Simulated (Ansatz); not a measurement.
AlBClFH₂O₂, SMILES `[OH][AlH][O]B(F)Cl`. The species carries charge 0 and has multiplicity 1. The geometry is a stationary point of PBE0-D4/def2-TZVP. It is one conformer, not always the lowest.

```xyz
8

O     0.319    2.363   -0.055
Al   -0.307    1.015    0.728
O    -0.437   -0.462   -0.102
B    -0.064   -1.666   -0.500
F    -0.856   -2.424   -1.240
Cl    1.518   -2.343   -0.078
H     0.655    2.393   -0.949
H    -0.827    1.124    2.196
```

Task: What is the dipole moment at r2SCAN/def2-TZVPP? (An estimate is asked.)

Result: The calculation gave: 1.55 D, with components (0.00, 1.52, -0.28) D in this frame, pointing from negative to positive charge.

Task: And with PBE, B3LYP, ωB97M-V? (Best estimate.)

Result: The calculation gave: PBE 1.57 D, B3LYP 1.51 D, ωB97M-V 1.50 D.

Task: Give the Mulliken charges with r2SCAN, ωB97M-V, PBE in def2-TZVPP. (An estimate is asked.)

Result: Ansatz gave: 
| atom | r2SCAN | ωB97M-V | PBE |
| --- | --- | --- | --- |
| O1 | -0.43 | -0.39 | -0.36 |
| Al2 | 0.63 | 0.56 | 0.48 |
| O3 | -0.35 | -0.29 | -0.22 |
| B4 | 0.52 | 0.45 | 0.39 |
| F5 | -0.25 | -0.23 | -0.19 |
| Cl6 | -0.20 | -0.17 | -0.19 |
| H7 | 0.19 | 0.17 | 0.18 |
| H8 | -0.12 | -0.09 | -0.09 |

B3LYP here is the variant with VWN-RPA as its local correlation; programs differ in this.
